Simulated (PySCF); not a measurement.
A series of substituents X on one scaffold: allyl-X. Isolated molecules, 0 K electronic values unless said otherwise. One relaxed conformer stands for each flexible species; it need not be the lowest. Strings in code marks are SMILES. All members: neutral, multiplicity 1. Level: B3LYP-D3(BJ)/def2-TZVP (PySCF). B3LYP has the VWN-RPA correlation part, as in Gaussian. Delta-SCF ions had no search for a lower state.  The removal energy is E(N − 1 electrons) − E(N electrons) at the parent's geometry; ε(HOMO) is measured against the vacuum level.

```csv
species,−ε(HOMO) (eV),vertical ionisation energy (Delta-SCF) (eV)
"`C=CCNC` (C–C–C–N torsion 123°, C–C–N–C torsion 179°)",6.28,8.72
`C=C[CH2][GeH3]` (C–C–C–Ge torsion 106°),6.88,9.10
"`C=CCO[SiH3]` (C–C–C–O torsion 0°, C–C–O–Si torsion -180°)",7.24,withheld
"`C=CCO` (C–C–C–O torsion -6°, C–C–O–H torsion -58°)",7.32,9.79
`C#CCC=C` (C–C–C–C torsion 125°),7.39,9.57
`C=CCF` (C–C–C–F torsion 0°),7.48,10.10
"`C=CCCF` (C–C–C–C torsion 116°, C–C–C–F torsion 176°)",7.52,9.98
```

Q: Fit vertical ionisation energy (Delta-SCF) = a + b·x to the 6 complete rows by least squares, with x = −ε(HOMO) in eV. Give a, b and the rms residual, and predict the withheld value.

A: Means of the 6 rows: x̄ = 7.145, ȳ = 9.5433 eV. Σ(x − x̄)² = 1.1619 and Σ(x − x̄)(y − ȳ) = 1.2296, so b = 1.058 and a = ȳ − b·x̄ = 1.984 eV. The rms residual is 0.150 eV. At x = 7.24 the line gives 9.64 eV. The run for `C=CCO[SiH3]` (C–C–C–O torsion 0°, C–C–O–Si torsion -180°) gave 9.53 eV, so the line is off by 0.11 eV, within twice the rms residual.

Codes: PySCF.
